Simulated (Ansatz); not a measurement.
```yaml
crystal:
  periodic: [false, false, false]
  atoms:
    - {symbol: Se, position_ang: [-0.003380, -2.244911, -2.922860]}
    - {symbol: Cd, position_ang: [-2.377439, -1.371787, -2.024800]}
    - {symbol: Cd, position_ang: [0.002107, -2.459557, 2.370988]}
    - {symbol: Se, position_ang: [-1.889581, -1.090668, 1.046211]}
    - {symbol: Se, position_ang: [-1.946197, 1.121012, -2.922403]}
    - {symbol: Cd, position_ang: [-2.129145, 1.233249, 2.368992]}
    - {symbol: Cd, position_ang: [2.372753, -1.372015, -2.030176]}
    - {symbol: Se, position_ang: [1.891386, -1.091572, 1.041950]}
    - {symbol: Se, position_ang: [1.939590, 1.120792, -2.926842]}
    - {symbol: Cd, position_ang: [-0.002203, 2.742716, -2.030193]}
    - {symbol: Cd, position_ang: [2.135003, 1.232324, 2.364121]}
    - {symbol: Se, position_ang: [0.001647, 2.184987, 1.041831]}
    - {symbol: H, position_ang: [-0.000653, -3.919808, 0.027047]}
    - {symbol: H, position_ang: [-0.003165, -3.615959, -2.393848]}
    - {symbol: H, position_ang: [-3.826692, -2.207996, -1.765537]}
    - {symbol: H, position_ang: [-0.000493, -4.493654, 0.528441]}
    - {symbol: H, position_ang: [0.003056, -3.606337, 3.594347]}
    - {symbol: H, position_ang: [-3.078566, -1.776514, 1.576832]}
    - {symbol: H, position_ang: [-3.133337, 1.807559, -2.394214]}
    - {symbol: H, position_ang: [-3.392290, 1.956376, 0.024214]}
    - {symbol: H, position_ang: [-3.888766, 2.244389, 0.525512]}
    - {symbol: H, position_ang: [-3.122069, 1.808163, 3.591834]}
    - {symbol: H, position_ang: [3.822630, -2.208143, -1.774175]}
    - {symbol: H, position_ang: [3.081269, -1.777890, 1.569945]}
    - {symbol: H, position_ang: [3.128417, 1.806671, -2.401574]}
    - {symbol: H, position_ang: [3.393199, 1.954882, 0.016433]}
    - {symbol: H, position_ang: [-0.001812, 4.416400, -1.774191]}
    - {symbol: H, position_ang: [3.131150, 1.806599, 3.584641]}
    - {symbol: H, position_ang: [3.890990, 2.242435, 0.516693]}
    - {symbol: H, position_ang: [0.002581, 3.558256, 1.570769]}
basis:
  gaussian: {orbitals: def2-mTZVPP, fitting: {mean_field: def2-universal-jkfit}}
hamiltonian: {xc: {name: PBE}}
```

```sh
$ ansatz run in.yaml --threads 2 --pin off --events-out ev --progress --plain --max-ram 32768MiB --backend cuda --devices 0, --max-vram 18GiB
```

Shortened log:

```
Functional definition: PBE
3450 factors; integrals over basis functions are off by at most 5.2e-1 eV
mean field evaluation 1: about -419716.5221 eV, gradient 6.6e1 eV
mean field evaluation 2: about -419705.9635 eV, gradient 1.0e2 eV
mean field evaluation 4: about -419725.8868 eV, gradient 5.1e0 eV
mean field evaluation 8: about -419725.9513 eV, gradient 5.2e-1 eV
mean field evaluation 16: about -419725.9523 eV, gradient 5.6e-5 eV
mean field -419725.95229276 eV, -15424.6442462901 hartree, gradient 5.6e-5 eV, S^2 0.000000; 0 other end points of the search recorded, 0 dependent functions left out
reference -419725.95239897 eV, -15424.6442501935 hartree; 171, 171 occupied and 333, 333 virtual orbitals, 3450 factors
Total energy: -419725.95239897 eV, -15424.6442501935 hartree
```

Run time 6.5 s (2 threads of AMD EPYC 7R13 on a shared host and a share (18 GiB) of an NVIDIA H100 80GB HBM3).

In the def2 sets Cd takes a core potential; there is no spin–orbit coupling.
